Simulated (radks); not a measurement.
Results of a calculation; reference values are marked as such.
Valence configurations of Ne II (all share [He]). Level of theory: scalar-relativistic Kohn-Sham, PBE, spin-unpolarised, spherical densities, finite nucleus; Fermi nuclear charge, rms radius 3.0055 fm (a radial shooting solver on a logarithmic mesh with Libxc functionals). Energies are relative to 2s2 2p5; eigenvalues in eV.

| valence | E (eV) | e(2p) | e(2s) |
|---|---|---|---|
| 2s2 2p5 | 0.000 | -32.275 | -55.650 |
| 2s1.5 2p5.5 | 11.696 | -32.344 | -55.751 |
| 2s1 2p6 | 23.407 | -32.417 | -55.856 |

NIST lists [He] 2s2 2p5 as the ground configuration; this level of theory agrees among the configurations tried. The energies are those of spherical spin-averaged densities, not of single terms.
